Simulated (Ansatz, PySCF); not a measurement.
C₂HCl₂ (SMILES Cl/[C]=C/Cl), doublet, geometry from GFN2-xTB. Base run: B3LYP5/6-31G** (PySCF).

PySCF was given this input:
```python
from pyscf import gto, scf, dft

mol = gto.Mole()
mol.atom = '''
    Cl    2.16004770    0.00055285    0.03645123
    C     0.53545126   -0.22134976    0.00050663
    C    -0.54111876    0.50801697    0.01043703
    Cl   -2.12326455   -0.19554406   -0.04333977
    H    -0.59130846    1.59484734    0.05144322
'''
mol.basis = '6-31g**'
mol.spin = 1
mol.verbose = 4
mol.build()

mf = dft.UKS(mol)
mf.xc = 'b3lyp5'
mf.kernel()
```

The same geometry, method and basis name were run in Ansatz (a quantum-chemistry and plane-wave program) and PySCF, at each program's defaults and at the settings that a row names. The base is PySCF at its defaults. Differences at the defaults can come from grids, fitting, cores and function types together.

```csv
code and settings,ΔE vs base (mEh),basis functions,E (Eh),SCF cycles,dipole (D)
"PySCF, defaults (exact integrals, its default grid, spherical functions)",0.000,69,-996.90654,12,1.52
"Ansatz, defaults (factorised integrals, its default grid, Cartesian functions)",-8.517,73,-996.91506,-,-
"PySCF, density fitting with def2-universal-jkfit",-0.025,69,-996.90657,12,1.52
"PySCF, fine grid",0.000,69,-996.90654,12,1.52
"Ansatz, high accuracy, Cartesian functions as the basis file defines them",-8.517,73,-996.91506,-,-
```

Open shells are given as the SCF converged; they aren't shown to be the lowest states, and a large step between rows can be another state.
